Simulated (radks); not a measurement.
The mean radii <r> (bohr) of the occupied orbitals of an atom or ion are listed with their occupations. Calculated with a radial shooting solver on a logarithmic mesh with Libxc functionals: scalar-relativistic Kohn-Sham, PBE, spin-polarised, spherical densities, point nucleus.

orbital  occ.      <r>
1s up       1  0.03111
1s down     1  0.03111
2s up       1   0.1349
2s down     1   0.1349
2p up       3   0.1177
2p down     3   0.1177
3s up       1   0.3685
3s down     1   0.3685
3p up       3   0.3676
3p down     3   0.3676
3d up       5   0.3458
3d down     5   0.3458
4s up       1   0.9098
4s down     1   0.9090
4p up       3   0.9960
4p down     3   0.9944
4d up       5    1.350
4d down     4    1.335
5s up       1    2.856
5p up       1    4.051

Name the element and its charge. Open shells, if any, are filled with parallel spins first.

Answer. Z = 47, silver, charge 0: Ag in [Kr] 4d9 5s1 5p1. The 1s radius gives Z: for a bare nucleus <r> = (2 gamma + 1)/(2Z) with gamma = sqrt(1 - (Z/c)^2), 0.03062 bohr for Z = 47, and screening makes it slightly larger (0.03111 here). The occupations add up to 47, and the charge is Z minus that.
